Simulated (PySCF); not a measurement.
An EPR job on `[SiH2]1CC=C[C@@H]1[CH]O` [radical].

Computed with UKS B3LYP, pcH-1 on C H O Si, non-relativistic, mean-field spin-orbit, GIAO (PySCF 2.14.0). Geometry: GFN2-xTB. The command runs a driver script over a list of jobs; the input below is this job's line of settings and its coordinates in Å.

Command:
```bash
OMP_NUM_THREADS=1 python probes_run.py task.json out
```

Input:
```
{"job": {"kind": "epr", "basis": "pcH-1"}, "charge": 0, "multiplicity": 2}
O      3.051399     0.106591     0.546378
C      1.796434    -0.352697     0.867523
C      0.709942    -0.376054    -0.108807
C     -0.360701    -1.349292     0.305634
C     -1.566142    -0.903005     0.610447
C     -1.851526     0.565042     0.509534
Si    -0.274788     1.316708    -0.246522
H      3.146202     0.117420    -0.413006
H      1.604266    -0.314025     1.924231
H      1.112461    -0.657843    -1.089860
H     -0.092007    -2.393633     0.368484
H     -2.362301    -1.559850     0.931791
H     -2.744920     0.733776    -0.093384
H     -2.075154     0.965873     1.500368
H      0.356838     2.367357     0.548417
H     -0.457600     1.742577    -1.637673
```

Task: What does the run print?

Result: 
```
UKS, coarse grid
  cycle   1  E = -560.51136266  |g| = 5.10e-01
  cycle   2  E = -560.40673034  |g| = 7.34e-01
  cycle   3  E = -560.61442058  |g| = 8.83e-02
  cycle   4  E = -560.61649059  |g| = 4.60e-02
  cycle   5  E = -560.61749885  |g| = 1.02e-02
  cycle   6  E = -560.61753810  |g| = 6.37e-03
  cycle   7  E = -560.61755951  |g| = 1.45e-03
  cycle   8  E = -560.61756093  |g| = 7.45e-04
UKS, final grid
  cycle   1  E = -560.61755755  |g| = 9.97e-04
  cycle   2  E = -560.61755703  |g| = 1.45e-03
  cycle   3  E = -560.61755802  |g| = 1.96e-04
  cycle   4  E = -560.61755804  |g| = 3.65e-05
  cycle   5  E = -560.61755805  |g| = 3.52e-05
  cycle   6  E = -560.61755805  |g| = 1.03e-05
E = -560.61755805 Eh   <S^2> = 0.7539 (exact 0.7500)
g shifts (ppm)      1          2          3
  rmc          -193       -193       -193
  gc             -1         18         26
  oz_so          35        952       1893
  total        -159        776       1726
hyperfine (MHz)  atom isotope    a_iso     a_fc   dipolar eigenvalues
    0   17O     -18.62     -18.68    -59.52     28.49     31.04
    1   13C     126.18     126.21    -74.75    -73.38    148.12
    2   13C     -26.53     -26.54     -2.61     -1.87      4.49
    3   13C      21.79      21.80     -1.95     -0.66      2.62
    4   13C      -0.36      -0.37     -1.16      0.40      0.76
    5   13C      -0.89      -0.89     -0.65     -0.30      0.95
    6  29Si    -125.45    -125.63    -24.05     11.24     12.81
    7    1H      -9.97     -10.01    -12.27     -8.11     20.38
    8    1H     -47.06     -47.09    -34.47     -0.96     35.43
    9    1H      39.34      39.33     -4.80     -3.91      8.71
   10    1H      -2.98      -2.98     -3.82     -2.12      5.93
   11    1H      -0.35      -0.35     -1.00     -0.73      1.74
   12    1H      -1.01      -1.01     -0.93     -0.52      1.45
   13    1H       5.44       5.44     -1.06     -0.67      1.73
   14    1H      -3.64      -3.64     -3.01     -1.41      4.42
   15    1H      18.32      18.32     -2.43     -0.81      3.24
```

rmc, gc and oz_so are the mass-correction, gauge-correction and orbital-Zeeman/spin–orbit parts of the g shift along its three principal axes; a_iso is the isotropic hyperfine coupling and a_fc its Fermi-contact part. The program numbers atoms from 0.

Task: How far is ⟨S²⟩ from the pure-spin value?

Result: S = 0.5 gives S(S+1) = 0.75; the run has 0.7539, 0.0039 more.

Task: Get g_iso from the total shifts.

Result: Their mean is 781 ppm; added to g_e = 2.002319 it gives 2.00310.

Summary of the converged run: ⟨S²⟩ 0.754; g_iso 2.0031.

The structure is a single GFN2-xTB conformer in the gas phase; no vibrational or solvent corrections.

Task: How long does this job take on one thread, Arm Neoverse V1 (aarch64) (shared host)? And the peak memory of the process?

Result: About 81 s (density and orbital grids were written too), with 1.1 GiB resident at the peak, the Python interpreter and its libraries included.
Labels such as C1 count atoms from 1, the log's own numbers from 0.
